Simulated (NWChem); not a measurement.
System meant: C3H7FSi; SMILES C=C[SiH](C)F

Input file for NWChem:

```
start job
memory heap 200 mb stack 900 mb global 1100 mb
geometry units angstroms noautoz
  Si     0.049907    -0.459895    -0.418328
  C     -0.937217    -1.771245     0.486884
  F      1.563369    -0.382070     0.234496
  C     -0.697860     1.242507    -0.229219
  C     -0.030263     2.261328     0.349549
  H      0.212179    -0.830627    -1.867865
  H     -1.959631    -1.844064     0.061085
  H     -0.458661    -2.767310     0.398426
  H     -1.030785    -1.519104     1.562344
  H     -1.725885     1.424216    -0.597479
  H      0.997928     2.127594     0.727695
  H     -0.473808     3.264863     0.471166
end
basis spherical
  Si library def2-svp
  C library def2-svp
  F library def2-svp
  H library def2-svp
end
dft
  odft
  mult 2
  xc pbe0
  iterations 150
  mulliken
end
task dft energy
```

End of the output:

```
 ==============================================================================
                                 internuclear angles
 ------------------------------------------------------------------------------
        center 1       |       center 2       |       center 3       |  degrees
 ------------------------------------------------------------------------------
    2 C                |   1 Si               |   3 F                |   108.96
    2 C                |   1 Si               |   4 C                |   112.19
    2 C                |   1 Si               |   6 H                |   110.46
    3 F                |   1 Si               |   4 C                |   106.50
    3 F                |   1 Si               |   6 H                |   107.08
    4 C                |   1 Si               |   6 H                |   111.41
    1 Si               |   2 C                |   7 H                |   110.23
    1 Si               |   2 C                |   8 H                |   111.27
    1 Si               |   2 C                |   9 H                |   110.72
    7 H                |   2 C                |   8 H                |   107.94
    7 H                |   2 C                |   9 H                |   108.02
    8 H                |   2 C                |   9 H                |   108.55
    1 Si               |   4 C                |   5 C                |   122.24
    1 Si               |   4 C                |  10 H                |   119.17
    5 C                |   4 C                |  10 H                |   118.59
    4 C                |   5 C                |  11 H                |   121.11
    4 C                |   5 C                |  12 H                |   122.36
   11 H                |   5 C                |  12 H                |   116.53
 ------------------------------------------------------------------------------
                            number of included internuclear angles:         18
 ==============================================================================

 Summary of "ao basis" -> "" (spherical)
 ------------------------------------------------------------------------------
       Tag                 Description            Shells   Functions and Types
 ---------------- ------------------------------  ------  ---------------------
 Si                         def2-svp                 8       18   4s3p1d
 C                          def2-svp                 6       14   3s2p1d
 F                          def2-svp                 6       14   3s2p1d
 H                          def2-svp                 3        5   2s1p

                                 NWChem DFT Module
                                 -----------------

 Summary of "ao basis" -> "ao basis" (spherical)
 ------------------------------------------------------------------------------
       Tag                 Description            Shells   Functions and Types
 ---------------- ------------------------------  ------  ---------------------
 Si                         def2-svp                 8       18   4s3p1d
 C                          def2-svp                 6       14   3s2p1d
 F                          def2-svp                 6       14   3s2p1d
 H                          def2-svp                 3        5   2s1p

  number of electrons :                   48
  multiplicity        :                    2
 ------------------------------------------------------------------------
  no. of electrons and multiplicity not compatible                  48
 ------------------------------------------------------------------------
 ------------------------------------------------------------------------
  current input line :
    30: task dft energy
 ------------------------------------------------------------------------
 ------------------------------------------------------------------------
 There is an error in the input file
 ------------------------------------------------------------------------
 For more information see the NWChem manual at https://nwchemgit.github.io

0: no. of electrons and multiplicity not compatible:Received an Error in Communication
```

Find the fault in this run and fix the input.

The program refused the input. Cause: the multiplicity doesn't fit the number of electrons (an even count wants an odd multiplicity, and the reverse). This input runs:
```
start job
memory heap 200 mb stack 900 mb global 1100 mb
geometry units angstroms noautoz
  Si     0.049907    -0.459895    -0.418328
  C     -0.937217    -1.771245     0.486884
  F      1.563369    -0.382070     0.234496
  C     -0.697860     1.242507    -0.229219
  C     -0.030263     2.261328     0.349549
  H      0.212179    -0.830627    -1.867865
  H     -1.959631    -1.844064     0.061085
  H     -0.458661    -2.767310     0.398426
  H     -1.030785    -1.519104     1.562344
  H     -1.725885     1.424216    -0.597479
  H      0.997928     2.127594     0.727695
  H     -0.473808     3.264863     0.471166
end
basis spherical
  * library def2-svp
end
dft
  xc pbe0
  iterations 150
  mulliken
end
task dft energy
```
It converges to -507.29292 Ha (PBE0/def2-SVP).
